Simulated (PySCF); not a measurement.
Order these species by their calculated properties.

Each SMILES stands for a single optimised conformer of the isolated species, non-relativistic unless stated; the electronic structure was computed with PySCF and density fitting.

Dipoles, sizes and rotational constants follow the conformer. The torsions of the flexible species, by atom-mapped SMILES:
- `[SiH3:1][CH2:2][c:3]1[cH:4][cH:5][cH:6][n:7][cH:8]1`: Si1–C2–C3–C4 -87°
- `[CH:1]#[C:2]/[C:3](=[N:4]\[SiH3:5])[CH:6]1[CH2:7][CH2:8]1`: C2–C3–C6–C7 -34°
- `[N:1]#[C:2][c:3]1[n:4][c:5]([O:6][SiH2:7][Cl:8])[n:9][o:10]1`: N4–C5–O6–Si7 -1°, C5–O6–Si7–Cl8 -179°
- `[NH2:1][SiH2:2][n:3]1[cH:4][cH:5][cH:6][cH:7]1`: N1–Si2–N3–C4 -153°, H–N1–Si2–N3 46°, H–N1–Si2–N3 -174°
- `[CH2:1]=[C:2][c:3]1[c:4]([OH:5])[cH:6][cH:7][cH:8][c:9]1[F:10]`: H–O5–C4–C3 180°
- `[CH3:1][c:2]1[o:3][c:4](=[O:5])[o:6][c:7]1[OH:8]`: H–O8–C7–O6 -1°
- `[SiH3:1][CH2:2][c:3]1[cH:4][cH:5][cH:6][cH:7][n:8]1`: Si1–C2–C3–C4 -87°

Problem. Rank by static isotropic polarisability, lowest first (PBE0/def2-SVPD at GFN2-xTB geometries).
A. `[SiH3]Cc1cccnc1`
B. `C#C/C(=N\[SiH3])C1CC1`
C. `CC#CC1[SiH2]C[SiH2]1`
D. `N#CC1=COC=C(Cl)C1`

Solution. D (89.3 au), A (101.8 au), B (104.4 au), C (112.6 au).

Problem. By how much do the two ends of that ranking differ?

Solution. By 23.3 au, between `CC#CC1[SiH2]C[SiH2]1` and `N#CC1=COC=C(Cl)C1`.

Problem. Rank by lowest singlet excitation, lowest first (TDDFT PBE0/def2-SVPD at GFN2-xTB geometries).
A. `[SiH3]Cc1cccnc1`
B. `N#CC1=COC=C(Cl)C1`
C. `C#C/C(=N\[SiH3])C1CC1`
D. `Cc1ncc(Cl)o1`
E. `CC#CC1[SiH2]C[SiH2]1`

Solution. C (3.78 eV), B (4.42 eV), A (4.81 eV), E (5.13 eV), D (5.96 eV).

Problem. Give the two extremes of that set as wavelengths.

Solution. `C#C/C(=N\[SiH3])C1CC1`: 328 nm; `Cc1ncc(Cl)o1`: 208 nm.

Problem. Rank by HOMO energy, highest first (PBE0/def2-SVPD at GFN2-xTB geometries).
A. `Cc1ncc(Cl)o1`
B. `N[SiH2]n1cccc1`
C. `[SiH2]1C(C#CC)[SiH2]C1`
D. `N#Cc1nc(O[SiH2]Cl)no1`
E. `C#C/C(=N\[SiH3])C1CC1`

Solution. B (-6.13 eV), C (-6.49 eV), A (-6.94 eV), E (-7.08 eV), D (-8.67 eV).

Problem. Rank by smallest rotational constant, lowest first (GFN2-xTB).
A. `C#C/C(=N\[SiH3])C1CC1`
B. `c1c(c(c(F)cc1)[C]=C)O` [radical]
C. `[SiH3]Cc1cccnc1`
D. `o1c(c(oc1=O)O)C`
E. `CC1=NC=C(Cl)O1`
F. `C/C=[C]\c1nc(C)cs1` [radical]
G. `N#Cc1nc(O[SiH2]Cl)no1`

Solution. G (0.373 GHz), F (0.653 GHz), B (0.797 GHz), A (0.848 GHz), C (0.928 GHz), E (1.168 GHz), D (1.282 GHz).

Problem. By how much do the two ends of that ranking differ?

Solution. By 0.909 GHz, between `Cc1oc(=O)oc1O` and `N#Cc1nc(O[SiH2]Cl)no1`.

Problem. Rank by dipole moment, lowest first (PBE0/def2-SVPD at GFN2-xTB geometries).
A. `[SiH3]Cc1ccccn1`
B. `C1(=COC=C(Cl)C1)C#N`
C. `CC#CC1[SiH2]C[SiH2]1`
D. `Cc1ncc(Cl)o1`
E. `C#C/C(=N\[SiH3])C1CC1`

Solution. C (0.55 D), D (1.08 D), A (1.83 D), E (2.30 D), B (3.34 D).

Problem. Rank by HOMO–LUMO gap, lowest first (PBE0/def2-SVPD at GFN2-xTB geometries).
A. `Cc1ncc(Cl)o1`
B. `N#Cc1nc(O[SiH2]Cl)no1`
C. `N[SiH2]n1cccc1`
D. `N#CC1=COC=C(Cl)C1`

Solution. D (5.44 eV), B (5.87 eV), C (6.29 eV), A (6.60 eV).

Problem. Give the two extremes of that set in kcal/mol.

Solution. `N#CC1=COC=C(Cl)C1`: 125 kcal/mol; `Cc1ncc(Cl)o1`: 152 kcal/mol.
